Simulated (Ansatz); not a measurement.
# Abstraction of F: AlHF2 + GaH(CH3) → AlHF + GaH(CH3)F

Gas-phase species: AlHF2 `[F][AlH][F]`, singlet; GaH(CH3), doublet; AlHF `[F][AlH]`, doublet; GaH(CH3)F, singlet. A radical takes F: the energy is the difference in strength between the Al–F bond broken and the Ga–F bond made.

Shapes, held fixed at every level: PBE0-D4/def2-TZVP. Programs: Ansatz 0.2.0. Electronic energies: no zero-point or thermal term.

```json
{"level": "MP2/def2-SVP", "kind": "perturbation theory", "ΔE (kJ/mol)": "+86.6"}
{"level": "MP2/def2-TZVPP", "kind": "perturbation theory", "ΔE (kJ/mol)": "+90.1"}
{"level": "SPW92/def2-TZVPP", "kind": "LDA", "ΔE (kJ/mol)": "+77.9"}
{"level": "PBE-D4/def2-TZVPP", "kind": "GGA", "ΔE (kJ/mol)": "+80.3"}
{"level": "r2SCAN-D4/def2-TZVPP", "kind": "meta-GGA", "ΔE (kJ/mol)": "+87.0"}
{"level": "BHLYP-D4/def2-TZVPP", "kind": "global hybrid", "ΔE (kJ/mol)": "+95.5"}
{"level": "wB97M-V/def2-TZVPP", "kind": "range-separated hybrid", "ΔE (kJ/mol)": "+99.6"}
{"level": "wB97X-V/def2-TZVPP", "kind": "range-separated hybrid", "ΔE (kJ/mol)": "+86.7"}
```

wB97X-V/def2-TZVPP gives ΔE = +86.7 kJ/mol; the levels span +77.9 to +99.6. The median of the levels is +86.8. No measured value is set beside it here. Open shells run unrestricted. Relativity is left out for Ga. Outer-core shells of Ga are correlated, in sets that cover them unevenly.
